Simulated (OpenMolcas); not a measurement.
Tb3+: the spin-orbit constant, worked from levels

* Program: OpenMolcas 26.06
* Basis: ANO-R1 [7s5p3d2f]
* Scalar Hamiltonian: X2C, finite nucleus
* Active space: 8 electrons in 7 orbitals (4f)
* State averaging: 2S+1 = 7 even, 7 roots; 2S+1 = 5 even, 140 roots (31 in the spin-orbit step)
* Spin-orbit coupling: state interaction with AMFI integrals over the reference wave functions, term energies averaged over their components

Methods: CASSCF; SS-CASPT2, IPEA 0.25 Eh, imaginary shift 0.1 Eh (closed shells correlated: 5s 5p). Measured levels: Martin, Zalubas and Hagan, Atomic Energy Levels: The Rare-Earth Elements, NSRDS-NBS 60 (1978).

**The spin-orbit constant.** For the Hund term 7F of f8, E(J) = (A/2) J(J+1) + constant and ζ = -2S·A = -6A. From J = 0 to J = 6 the energy changes by 21 A.

```json
{"Source": "CASSCF", "E(6) - E(0)": "-6196.4", "A": "-295.1", "ζ": "1770"}
{"Source": "SS-CASPT2", "E(6) - E(0)": "-6189.9", "A": "-294.8", "ζ": "1769"}
{"Source": "measured", "E(6) - E(0)": "-5653.8", "A": "-269.2", "ζ": "1615"}
```

All in cm-1. SS-CASPT2 is off by +9.5 % and CASSCF by +9.6 %. Both methods take the spin-orbit matrix elements from the reference wave functions, so the second can move ζ only through the term energies and any multistate remixing. Second-order mixing with other terms is absorbed into this ζ.

Term energies are means over components that CASPT2 splits; among the terms shown or strongly mixed into the levels shown the widest spread is 78 cm-1 (4f8 7F, SS-CASPT2). High states are left out of the spin-orbit mixing, which shifts the levels that they would mix with. The basis is small and was not contracted for so high a charge. Without dynamic correlation excited terms often stand tens of per cent too high (terms of higher spin than the ground term too low), and those without a measured partner can miss by more than the paired ones (holds for CASSCF). Measured partners are found by configuration, term and J. A level has none where our copy of the source lacks it or the pairing is in doubt (some pairs that miss far off the trend of their configuration count as doubtful), and it then counts in no deviation. Levels of configurations outside the active space are missing.
